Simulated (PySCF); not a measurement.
**SbCl3, singlet: data card**

All numbers come from PBE0/[Sb def2-SVP with ECP28, Cl def2-SVP], scalar-relativistic core potentials, density fitting, no spin–orbit coupling, PySCF.

The structure is a minimum.

```
Point group                                                                   : C3v
Bond lengths                                                                  : Sb–Cl 2.364 Å (×3)
Bond angles                                                                   : Cl–Sb–Cl 98.0° (×3)
Zero-point energy                                                             : 9.0 kJ/mol
Rotational symmetry number                                                    : 3
Enthalpy at 298.15 K above 0 K                                                : 17.95 kJ/mol
Rotational constants                                                          : 0.05655, 0.05655, 0.03786 cm⁻¹
Highest occupied level                                                        : -8.44 eV
Heat capacity Cp at 298.15 K                                                  : 76.5 J/(mol K)
Atomisation energy without zero-point energy                                  : 921 kJ/mol
Principal polarisabilities                                                    : 49.0, 68.2, 68.2 bohr³
Dipole moment                                                                 : 2.92 D
Principal quadrupole moments (Buckingham, traceless) about the centre of mass : -2.26, -2.26, 4.51 D Å
Lowest empty level                                                            : -1.90 eV
Entropy at 298.15 K and 1 bar                                                 : 339.7 J/(mol K)
```

Harmonic modes (masses in u: Sb 120.904, Cl 34.969):
```csv
symmetry,ω (cm⁻¹),"IR (km/mol, summed over degenerate members)"
e,116,2.7
a1,145,5.4
e,372,145
a1,385,25.3
```

In C3v the vibrations span 2e + 2a1.

Charges (e):
```
   atom  Mulliken  Löwdin  polar tensor  Mayer order to Sb1
    Sb1      0.85    0.40          1.59                   –
Cl2,3,4     -0.28   -0.13         -0.53                1.03
```

Mulliken populations on Sb1 (electrons outside its core potential): s 3.82, p 8.05, d 10.28.

Counting electrons, antimony keeps 2 of its valence electrons outside its bonds, so the VSEPR class is AX3E1 and the expected shape is trigonal pyramidal (C3v), as computed.

The final relaxation and frequency run took about 60 core-seconds on a shared host.
